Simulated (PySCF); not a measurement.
Compound: 3-methoxypropanoic acid, C4H8O3.
SMILES: `COCCC(=O)O`

Torsions of this conformer, `[CH3:1][O:2][CH2:3][CH2:4][C:5](=[O:6])[OH:7]`: C1–O2–C3–C4 180°, O2–C3–C4–C5 -179°, C3–C4–C5–O6 -4°, H–O7–C5–C4 179°.

The closed-shell ground state was solved at several levels (PySCF, density fitting, gas phase, non-relativistic). The structure is a single PBE0-D3(BJ)/def2-SVP conformer in the gas phase; no vibrational or solvent corrections.

| level | basis functions | total energy (Eh) | HOMO (eV) | LUMO (eV) | gap (eV) | dipole (D) |
| --- | --- | --- | --- | --- | --- | --- |
| PBE0/pcSseg-1 | 159 | -382.4531 | -7.51 | 0.23 | 7.74 | 0.39 |
| B3LYP/pcJ-1 | 269 | -382.9356 | -7.27 | -0.06 | 7.21 | 0.40 |
| wB97X-D/pcSseg-2 | 364 | -382.9503 | -9.53 | 1.98 | 11.51 | 0.54 |

(1) Estimate the row for wB97X-D/def2-SVPD, a basis of 213 functions; the other rows only guide the guess.

(2) Over all these levels, which gives the widest orbital gap and which the narrowest?

(3) How far do the dipole and the HOMO energy spread over the levels?

## Answers

(1) Total energy -382.5392 Eh, HOMO -9.57 eV, LUMO 1.85 eV, gap 11.42 eV, dipole 0.51 D.

(2) wB97X-D/pcSseg-2 (range-separated hybrid) has the widest, 11.51 eV, and B3LYP/pcJ-1 (global hybrid, 20 % exact exchange) the narrowest, 7.21 eV. Functional and basis both differ between the two, so the spread mixes both effects.

(3) The dipole runs from 0.39 to 0.54 D (mean 0.46 D) and the HOMO from -9.57 to -7.27 eV.

Note: wB97X-D ran without an empirical dispersion term, which enters the total energy and its gradient alone.
